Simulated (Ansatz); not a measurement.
Coupled-cluster diagnostics for Ga₂S₃, Ansatz.

Geometry of the singlet (B3LYP-D4/def2-SVP):

```tsv
atom	x (Å)	y (Å)	z (Å)
Ga1	1.574	-0.361	-0.427
Ga2	-1.666	0.070	0.098
S3	-2.929	1.112	1.290
S4	-0.345	-1.094	-1.230
S5	3.366	0.274	0.269
```

Correlated methods freeze 33 core orbitals; core or outer-core shells of Ga are correlated, in sets that lack core-valence functions. The structure comes from a short search, and lower isomers may exist.

Problem. Estimate the CCSD(T) correlation energy, the shares of MP2 and (T), T1 and the reference's ⟨S²⟩ for: charge 0, singlet, own geometry in def2-TZVP; and the rough time on 4 threads of Intel Xeon Platinum 8375C on a shared host.

Solution. 
| state | basis | correlation (eV) | MP2 share (%) | (T) share (%) | T1 | ⟨S²⟩ (pure) | wall time |
| --- | --- | --- | --- | --- | --- | --- | --- |
| charge 0, singlet, own geometry | def2-TZVP | -27.142 | 92.5 | 5.5 | 0.019 | 0.00 (0.00) | 77 s |
Customary marks for T1 are 0.02 (closed shells), 0.045 (open shells) and about 0.05 (3d metals). T1 stays under 0.02 throughout.
